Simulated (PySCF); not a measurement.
A survey of 19F NMR shifts

PySCF 2.14.0 with density-fitted response routines calculation with GFN2-xTB structure and shielding tensors at PBE0/pcSseg-1 (GIAO); relativity neglected, equivalent nuclei averaged, single conformer, in vacuum.

Shieldings were converted by a linear fit to measured shifts: 19F (scatter 6.0 ppm rms, 7.0 ppm with the 5 outliers that the fit left out vs CFCl3, solution or neat liquid, with a term for F on sp3 carbon). Occasional misses reach two or three times the rms, and more in compound classes unlike the fitted ones.

Give the 19F shifts of `FC1=Cc2ccccc2[P@@H]1=S`, `CC(C)(F)C(=O)F`, `N[SiH2][C@@H]1C=CC[C@H]1F`, `NC(=O)/C=C/C(F)=C(F)F`.

Results:


| compound | environment | δ (ppm) |
| --- | --- | --- |
| FC1=Cc2ccccc2[P@@H]1=S | vinylic fluorine | -127.8 |
| [CH3:1][C:2]([CH3:3])([F:4])[C:5](=[O:6])[F:7] | F7: fluorine bonded to C | 15.4 |
| [CH3:1][C:2]([CH3:3])([F:4])[C:5](=[O:6])[F:7] | F4: fluorine on an sp3 carbon | -155.9 |
| N[SiH2][C@@H]1C=CC[C@H]1F | fluorine on an sp3 carbon | -155.0 |
| [NH2:1][C:2](=[O:3])/[CH:4]=[CH:5]/[C:6]([F:7])=[C:8]([F:9])[F:10] | F10: vinylic fluorine | -92.4 |
| [NH2:1][C:2](=[O:3])/[CH:4]=[CH:5]/[C:6]([F:7])=[C:8]([F:9])[F:10] | F9: vinylic fluorine | -107.8 |
| [NH2:1][C:2](=[O:3])/[CH:4]=[CH:5]/[C:6]([F:7])=[C:8]([F:9])[F:10] | F7: vinylic fluorine | -186.1 |
